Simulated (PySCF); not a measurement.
Point-charge models of `C=C(C)C=C1CC(C)C1` against its computed dipole.

Coordinates (GFN2-xTB, Å) and charges (e) from the PBE0/pcSseg-1 density (PySCF):

```csv
atom,x,y,z,Mulliken,IAO,Hirshfeld,ESP-fitted
C1,-3.295,1.365,-0.717,-0.0703,-0.3419,-0.1186,-0.6673
C2,-2.186,0.890,-0.149,-0.4247,+0.0296,+0.0081,+0.5770
C3,-1.956,1.011,1.327,-0.1344,-0.4216,-0.1160,-0.6584
C4,-1.174,0.243,-0.969,+0.0565,-0.1806,-0.0702,-0.7472
C5,-0.010,-0.280,-0.594,-0.3572,+0.0117,+0.0079,+0.4894
C6,1.057,-0.956,-1.412,-0.0399,-0.2820,-0.0761,-0.5081
C7,1.849,-1.218,-0.115,-0.3777,-0.0956,-0.0181,+0.4737
C8,3.242,-0.616,-0.068,-0.1970,-0.4184,-0.1189,-0.5818
C9,0.764,-0.464,0.683,-0.0691,-0.2833,-0.0739,-0.5220
H10,-4.064,1.854,-0.144,+0.0975,+0.1427,+0.0393,+0.2111
H11,-3.470,1.282,-1.776,+0.0995,+0.1421,+0.0388,+0.2106
H12,-1.032,1.551,1.526,+0.1296,+0.1480,+0.0433,+0.1773
H13,-2.779,1.542,1.799,+0.1167,+0.1452,+0.0448,+0.1718
H14,-1.874,0.025,1.779,+0.1292,+0.1485,+0.0434,+0.1818
H15,-1.418,0.191,-2.024,+0.0698,+0.1406,+0.0418,+0.2433
H16,1.562,-0.292,-2.114,+0.1238,+0.1413,+0.0417,+0.1445
H17,0.729,-1.843,-1.955,+0.1316,+0.1448,+0.0418,+0.1258
H18,1.898,-2.277,0.142,+0.1149,+0.1304,+0.0373,-0.0253
H19,3.668,-0.712,0.929,+0.1151,+0.1394,+0.0401,+0.1348
H20,3.208,0.440,-0.329,+0.1041,+0.1340,+0.0389,+0.1477
H21,3.898,-1.124,-0.772,+0.1162,+0.1402,+0.0407,+0.1362
H22,1.115,0.465,1.133,+0.1287,+0.1406,+0.0421,+0.1534
H23,0.262,-1.052,1.450,+0.1370,+0.1443,+0.0420,+0.1314
```

Problem. Form Σ q r in debye for every column and set it beside the full dipole.

Solution. The full density gives (0.91, -0.43, 0.41) D, 1.09 D in size; dipole vectors point from the negative to the positive end.

```tsv
scheme	μx	μy	μz	size (D)	share of the full size (%)	angle to the full dipole (°)
Mulliken	1.36	0.33	1.39	1.97	182	39
IAO	0.96	-0.47	0.33	1.12	103	5
Hirshfeld	0.85	-0.37	0.30	0.98	90	5
ESP-fitted	0.92	-0.42	0.41	1.09	100	1
```

Problem. Which set comes closest?

Solution. Length of the difference vector: ESP-fitted 0.01 D, IAO 0.10 D, Hirshfeld 0.14 D, Mulliken 1.32 D. Closest: ESP-fitted. 

Problem. What is left for the Hirshfeld atoms' own dipoles?

Solution. The shares of the density sum to the whole, so what Σ q r misses lies in dipoles about the nuclei. The atomic dipoles sum to (0.91, -0.43, 0.41) − (0.85, -0.37, 0.30) = (0.06, -0.06, 0.11) D, 0.14 D in size.

Problem. With the origin at the mean of the coordinates, (0.000, 0.001, -0.103) Å, which are the largest single terms, by size, of the IAO dipole along the direction of the full one?

Solution. C8 -5.98, C1 +5.80, C3 +3.05, H10 -2.85, H11 -2.76 D; all 23 atoms together +1.12 D. The single terms depend on the origin, their sum doesn't.

Problem. Give the size of the full dipole in other units.

Solution. 1.09 D = 0.427 au = 0.226 e·Å = 3.62 × 10⁻³⁰ C·m.

Geometry: GFN2-xTB, one conformer, isolated molecule.

These values come from a run that also computed NMR shieldings. The run took 73 s of wall time on one thread of an Arm Neoverse N1, shared host, and the process peaked at 1.0 GiB of memory.

The values belong to the conformer `[CH2:1]=[C:2]([CH3:3])[CH:4]=[C:5]1[CH2:6][CH:7]([CH3:8])[CH2:9]1`: C1–C2–C4–C5 179°.
